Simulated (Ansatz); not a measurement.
System: C$_{2}$HF$_{4}$, net charge 0, doublet state. It need not be the lowest isomer of its formula. SMILES: F[CH]C(F)(F)F
Geometry from a B3LYP-D3(BJ)/def2-TZVP (Ansatz, a first-principles code) optimisation:
```
C
F 1 1.3438
F 1 1.3439 2 108.66
F 1 1.3540 2 106.64 3 115.73
C 1 1.4864 2 112.03 4 123.61
F 5 1.3270 1 115.84 2 -55.85
H 5 1.0801 6 116.75 1 155.98
```
Charge 0, spin multiplicity 2.

Parts of the frozen-core correlation energy in STO-3G (Ansatz, hartree). Frozen orbitals: 6; correlated occupied orbitals by spin: 19 and 18; virtual: 6 and 7. UHF or UKS for open shells. Spin-orbit coupling is left out. No relativistic terms.

```
term                            value
-------------------------  ----------
reference (HF)             -467.49309
MP2 opposite-spin            -0.12166
MP2 same-spin                -0.02398
CCSD correlation             -0.18736
(T)                          -0.00578
T1 diagnostic                   0.012
largest doubles amplitude       0.030
<S^2> of the reference          0.761
```
